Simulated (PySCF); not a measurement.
Species: C₃H₇FO₂S₂ (charge +1 and doublet state).
SMILES with atom numbers: `[CH3:1][S:2](=[O:3])(=[O:4])[CH2:5][S+:6][CH2:7][F:8]` (hydrogens: H9, H10, H11 on C1; H12, H13 on C5; H14, H15 on C7)

Geometry (GFN2-xTB, Å), atoms numbered from 1 in this order:
```xyz
15
C3H7FO2S2 angstrom
C     -2.0907    0.5784    0.9283
S     -1.0931    0.0396   -0.4658
O     -0.3369    1.1195   -1.0136
O     -1.7916   -0.8447   -1.3275
C      0.2583   -1.0798    0.3679
S      1.5111   -1.3611   -0.8142
C      2.3881    0.2453   -0.7415
F      2.3676    0.7260    0.5144
H     -2.4826   -0.2941    1.4363
H     -1.4752    1.1935    1.5735
H     -2.9054    1.1667    0.5145
H      0.6073   -0.5197    1.2323
H     -0.2347   -2.0128    0.6241
H      1.8486    0.9538   -1.3883
H      3.4248    0.0975   -1.0595
```

The hyperfine couplings belong to this conformer and change with its torsions.

Level of theory: UKS B3LYP, pcH-1 on C F H O S, non-relativistic, mean-field spin-orbit, GIAO (PySCF). Isolated species at its GFN2-xTB geometry (one conformer only). The geometry wasn't refined by DFT: couplings that depend on bond lengths, twists or pyramidal angles can differ widely from those at the functional's own minimum, by a factor of two or more for some ions and for spin on atoms past the first row. No stability test was run, so a lower SCF solution isn't excluded.

(1) Where do the isotropic ENDOR lines of F8, H14/H15, H12/H13 and H9/H10/H11 fall at 346.4 mT, to first order?

(2) Which pairs are centred on the nuclear Larmor frequency, and which on half the coupling?

Results:

(1) ν± = |νn ± a/2|, one line for each electron-spin manifold; νn = |g_N| × 7.62259 MHz/T × B.

| nuclei | isotope | g_N | νn (MHz) | a_iso (MHz) | lower line (MHz) | upper line (MHz) |
| --- | --- | --- | --- | --- | --- | --- |
| F8 | 19F | 5.2577 | 13.88 | 0.54 | 13.61 | 14.16 |
| H14/H15 | 1H | 5.5857 | 14.75 | 65.14 | 17.82 | 47.32 |
| H12/H13 | 1H | 5.5857 | 14.75 | 36.57 | 3.54 | 33.03 |
| H9/H10/H11 | 1H | 5.5857 | 14.75 | 1.16 | 14.17 | 15.33 |

(2) Centred on νn, since |a| < 2νn: F8 and H9/H10/H11. Centred on |a|/2 and split by 2νn: H14/H15 and H12/H13.

Nuclei that the bonding pattern makes equivalent are averaged, as if the motion that swaps them (rotation, inversion, ring flip) were fast. The three 1H nuclei of mean +1.2 MHz run from -3.3 to 9.5 MHz in the frozen geometry. The 1H value of +65.1 MHz is a mean of couplings from 32.9 to 97.4 MHz in this one geometry, not an average over conformers. The 1H value of +36.6 MHz is a mean of couplings from 12.5 to 60.6 MHz in this one geometry, not an average over conformers.

The largest Mulliken spin populations are on S6 (+0.66), O4 (+0.09) and O3 (+0.08). No atom but S6 exceeds +0.15.

Hardware: one thread of an Arm Neoverse V1, on a shared host. Cost: 1.8 min (with the writing of density and orbital grids), 1.1 GiB resident at most.
